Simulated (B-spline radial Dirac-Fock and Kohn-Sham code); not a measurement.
Two-hole binding energies of Ho⁴³⁺

System: the Ho⁴³⁺ ion in the configuration [Ar] 3d6.

Input file task.json (cfg lists n, l and occupation; rrms is the nuclear radius in fm):

```json
{"items": [{
  "Z": 67,
  "q": 43,
  "cfg": [[1, 0, 2], [2, 0, 2], [2, 1, 6], [3, 0, 2], [3, 1, 6], [3, 2, 6]],
  "A": 165,
  "rrms": 5.2022,
  "do": ["binding", "quiet", "double"]
}]}
```

Launch: `python xray_run.py task.json out`

The computed values come from a radial finite-basis atomic code: relaxed Dirac-Fock hole states (ΔSCF) with Breit and QED corrections and a finite nucleus. U is the two-hole binding energy less the two single-hole energies, the effective repulsion of the holes after relaxation. Each two-hole energy is an average over J within one jj subconfiguration.

| holes | E(a) (eV) | E(b) (eV) | E(ab) (eV) | U (eV) |
| --- | --- | --- | --- | --- |
| 1s⁻² | 57995.7 | 57995.7 | 117263.5 | 1272.1 |
| 1s⁻¹ 2p1/2⁻¹ | 57995.7 | 11246.4 | 69663.1 | 421.0 |
| 1s⁻¹ 2p3/2⁻¹ | 57995.7 | 10390.6 | 68755.3 | 369.0 |
| 1s⁻¹ 3p1/2⁻¹ | 57995.7 | 4008.7 | 62171.4 | 166.9 |
| 1s⁻¹ 3p3/2⁻¹ | 57995.7 | 3808.9 | 61958.5 | 153.9 |
| 2s⁻² | 11712.6 | 11712.6 | 23682.6 | 257.5 |
| 2s⁻¹ 2p3/2⁻¹ | 11712.6 | 10390.6 | 22341.4 | 238.2 |
| 2p1/2⁻¹ 2p3/2⁻¹ | 11246.4 | 10390.6 | 21916.8 | 279.8 |
| 2s⁻¹ 3p1/2⁻¹ | 11712.6 | 4008.7 | 15860.4 | 139.1 |
| 2s⁻¹ 3p3/2⁻¹ | 11712.6 | 3808.9 | 15654.7 | 133.3 |
| 2p1/2⁻¹ 3s⁻¹ | 11246.4 | 4205.5 | ? | ? |
| 2p3/2⁻¹ 3s⁻¹ | 10390.6 | 4205.5 | 14729.6 | 133.5 |
| 3p1/2⁻¹ 3p3/2⁻¹ | 4008.7 | 3808.9 | 7921.9 | 104.3 |
| 3p3/2⁻² | 3808.9 | 3808.9 | 7721.5 | 103.7 |

Question: Give the missing two-hole energy and U.

Answer: E(ab) = 15587.1 eV and U = 135.2 eV.
